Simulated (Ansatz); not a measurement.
A made-up structure of BSiH3Te, singlet:

B1  (-0.578, -0.968, -0.305)
Si2  (0.608, 0.454, 0.286)
Te3  (-1.686, 0.800, -0.665)
H4  (1.910, -0.108, 0.345)
H5  (1.717, 0.983, -0.544)
H6  (0.762, 0.843, 1.708)
(Å)

It is relaxed with PBE-D4/def2-SVP and then PBE0-D4/def2-TZVP (Ansatz 0.2.0). Atoms count as bonded within 1.22 times the sum of their covalent radii (H–H: 0.88 Å). The end point is not checked to be a true minimum.

Task: Does its bonding change? (A judgement: the text doesn't fix the answer.)

Result: By the calculation: Yes. Formed: none; broken: Si2–Te3.

Where it ends: The first stage lowers the energy by 4.24 eV in 12 steps. It ends as BSiH₃Te ([SiH3][B][Te]):
```
atom    x (Å)    y (Å)    z (Å)
  B1  -0.6960   0.1667  -0.3167
 Si2   1.1341   0.4326   0.4052
 Te3  -2.4785  -0.0923  -1.0199
  H4   1.8508  -0.8689   0.4320
  H5   1.8747   1.3874  -0.4597
  H6   1.0487   0.9787   1.7846
```

Labels in which every atom is bracketed show which atoms are joined, not bond orders.

For scale, one of the runs: PBE0-D4/def2-TZVP relaxation, 136 basis functions, launched by `ansatz run in.yaml --threads 2 --pin off --events-out ev --progress --plain --max-ram 4352MiB`. The run took about 11 s on 2 CPU threads of an Arm Neoverse V2 (shared host).
